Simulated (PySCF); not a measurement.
C₄H₂Cl₃F, SMILES C=C=C(Cl)C(F)(Cl)Cl. Heavy atoms are numbered as in [CH2:1]=[C:2]=[C:3]([Cl:4])[C:5]([F:6])([Cl:7])[Cl:8]. Hydrogens are named by the atom that carries them.

The structure is a stationary point at B3LYP-D3(BJ)/def2-SVP. This is a generated structure with no PubChem entry under its InChIKey; it may be hypothetical. Other conformers were not sampled.

Method: PySCF with PBE/pcSseg-1.

GIAO shieldings, no solvent; atoms alike by connectivity are averaged. δ = σ(ref) − σ: ¹³C against TMS (σ = 182.0 ppm); ³⁵Cl against HCl (σ = 936.5 ppm); ¹⁹F against CFCl3 (σ = 133.6 ppm); ¹H against TMS (σ = 31.49 ppm), references at their B3LYP-D3(BJ)/def2-TZVP geometries, non-relativistic (without spin–orbit terms, shifts of atoms bonded to Cl or Br come out too high).

```csv
atoms,nucleus,count,δ (ppm)
C2,¹³C,1,___
C5,¹³C,1,143.8
C3,¹³C,1,123.3
C1 (CH2),¹³C,1,96.2
Cl7,³⁵Cl,2,___
Cl4,³⁵Cl,1,262.4
F6,¹⁹F,1,___
H on C1,¹H,2,___
```

Q: What belongs in the gaps? (The exact figures need the calculation; the answer reports its results.)

A: 
- H on C1, δ (ppm): 6.12
- C2, δ (ppm): 216.2
- Cl7, δ (ppm): 496.7
- F6, δ (ppm): -77.5
